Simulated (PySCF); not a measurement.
A structure optimised at PBE-D3(BJ)/def2-SVP, used in a PySCF frequency run:

```
Si
H 1 1.5052
H 1 1.5052 2 108.56
H 1 1.5052 2 108.56 3 117.83
Cd 1 2.4956 2 110.37 4 121.09
Br 5 2.4535 2 154.95 1 -180.00
```
Charge 0, spin multiplicity 1.

### Question
Write its SMILES, formula and point group.

### Answer
[SiH3][Cd][Br], BrCdH3Si, C3v

### Question
What are its rotational constants (standard atomic weights)?

### Answer
83.936, 0.80809, 0.80809 GHz
